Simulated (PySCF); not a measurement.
## Polarisability and C₆ of Cu⁺ (copper, charge +1)

[Ar] 3d10, closed-shell 1S. All numbers are calculated (PySCF 2.14, scalar relativity through the core potential, in aug-cc-pVQZ-PP with ECP10MDF (7s7p6d4f3g2h, 135 functions)). Coupled (time-dependent) response in atomic units; α is the mean over directions.

| method | mean α (bohr³) | C₆ (like pair) | S(−4) |
| --- | --- | --- | --- |
| TPSSh | 7.290 | 24.10 | 47.84 |
| revPBE | 7.795 | 25.81 | 59.11 |

S(−4) is the Cauchy moment in α(ω) = α(0) + S(−4) ω² + …

α(iu) at TPSSh:

```tsv
u (hartree)	α(iu) (bohr³)
0	7.290
0.0500	7.174
0.100	6.858
0.200	5.945
0.300	5.059
0.500	3.821
0.750	2.913
1.00	2.328
1.50	1.604
2.00	1.185
3.00	0.7379
5.00	0.3751
```

For an ion, C₆ is the dispersion term alone; charge-induced terms of lower order in 1/R come first.

Energies and moments cover only the electrons outside the core potential.
